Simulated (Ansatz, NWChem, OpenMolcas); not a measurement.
## A ladder of methods for RbBr (SMILES [Br][Rb])

RbBr has 2 atoms, charge 0, and is taken as a singlet. As SMILES, `[Br][Rb]`. The bond length is the measured one.

| atom | x (Å) | y (Å) | z (Å) |
| --- | --- | --- | --- |
| Br | 0.0000 | 0.0000 | 0.0000 |
| Rb | 0.0000 | 0.0000 | 2.9447 |

Each level gives the HOMO–LUMO gap (eV). The values are calculated.

| level | kind | program | value (eV) | CPU time |
| --- | --- | --- | --- | --- |
| PBE/def2-TZVP (core potential) | GGA | OpenMolcas | 2.67 | 10 s |
| revPBE/def2-TZVP (core potential) | GGA | Ansatz | 2.55 | 5.6 s |
| M06-L/def2-TZVP (core potential) | meta-GGA | OpenMolcas | 3.11 | 12 s |
| r2SCAN/def2-TZVP (core potential) | meta-GGA | Ansatz | 3.59 | 12 s |
| M06-2X/def2-TZVP (core potential) | hybrid meta-GGA | NWChem | 5.47 | 38 s |
| PBE0/def2-TZVP (core potential) | global hybrid | OpenMolcas | 4.31 | 9.7 s |
| wB97X/def2-TZVP (core potential) | range-separated hybrid | NWChem | 7.88 | 72 s |
| B2PLYP/def2-TZVP (core potential) | double hybrid | Ansatz | 5.66 | 9.5 s |

The values span 2.55 to 7.88 eV. Orbital gaps aren't excitation energies, and those of double hybrids come from the SCF part alone; they tend to grow with the share of exact exchange. Times are those of the runs behind each value, whatever else they computed, on shared processors of several kinds: orders of magnitude only.
